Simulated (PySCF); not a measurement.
## Working with the constants of PbO⁺

r²SCAN constants of PbO⁺, ²Π (doublet), unpaired electrons π ↑ (PySCF, scalar-relativistic core potentials, basis sets Pb cc-pVDZ-PP with ECP60, O cc-pVDZ; masses 207.9766 and 15.9949 u):

```
ωe   : 572.6 cm⁻¹
ωexe : 2.64 cm⁻¹
Be   : 0.2537 cm⁻¹
αe   : 0.00148 cm⁻¹
```

Task: What force constant and bond length do these constants imply?

Result: Reduced mass μred = 14.853 u; k = 5.8918×10⁻⁷·μred·ωe² (u, cm⁻¹, mdyn/Å) = 2.87 mdyn/Å; Re = √(16.8576/(μred·Be)) (u, cm⁻¹, Å) = 2.115 Å.

Task: Estimate the centrifugal constant D from the Kratzer relation and find the Dunham coefficient a1.

Result: D = 4Be³/ωe² = 1.99e-07 cm⁻¹; a1 = −1 − αeωe/(6Be²) = -3.19.

These are scalar-relativistic numbers at best; spin–orbit coupling would shift them, the dissociation energy most. The state is the lowest determinant that a PBE0 search found; another state may lie lower at other levels.
